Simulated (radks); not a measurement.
Initial-state core-level shifts of the bismuth ion Bi+ when its valence configuration changes from [Hg] 6p2. All-electron calculation, scalar-relativistic Kohn-Sham, SCAN, spin-polarised, spherical densities, finite nucleus; open shells are filled with parallel spins first (spin-orbit coupling, left out, can overturn this in heavy ions); meta-GGA in the generalised Kohn-Sham scheme; Fermi nuclear charge, rms radius 5.5211 fm. Program: a radial shooting solver on a logarithmic mesh with Libxc functionals. Shifts are changes of the shell-averaged eigenvalues in eV (positive: less bound); the change of the density at the nucleus, which sets a Mossbauer isomer shift, is in e/bohr^3, on a base of 3.212e+06.

| valence | 2s | 2p | 5s | 5p | density at nucleus |
|---|---|---|---|---|---|
| [Xe] 4f12 5d10 6s2 6p4 | -47.426 | -47.084 | -22.062 | -18.766 | +679.3 |
| [Xe] 4f12.5 5d10 6s1.5 6p4 | -36.044 | -35.789 | -17.328 | -14.852 | +308.2 |
| [Xe] 4f14 5d9 6s2 6p3 | -6.674 | -6.663 | -5.745 | -5.367 | +105.0 |
| [Xe] 4f14 5d9.5 6s2 6p2.5 | -3.336 | -3.331 | -2.898 | -2.711 | +51.3 |
| [Xe] 4f14 5d8 6s2 6p4 | -13.722 | -13.700 | -11.577 | -10.832 | +219.2 |
| [Xe] 4f12 5d9.5 6s2 6p4.5 | -51.128 | -50.780 | -25.123 | -21.614 | +737.4 |
| [Xe] 4f13.5 5d10 6s0.5 6p4 | -14.120 | -14.032 | -8.161 | -7.325 | -357.7 |
| [Xe] 4f14 5d10 6s1 6p3 | -1.351 | -1.348 | -1.439 | -1.442 | -338.0 |
| [Xe] 4f13.5 5d9 6s2 6p3.5 | -18.416 | -18.323 | -11.322 | -10.105 | +269.2 |
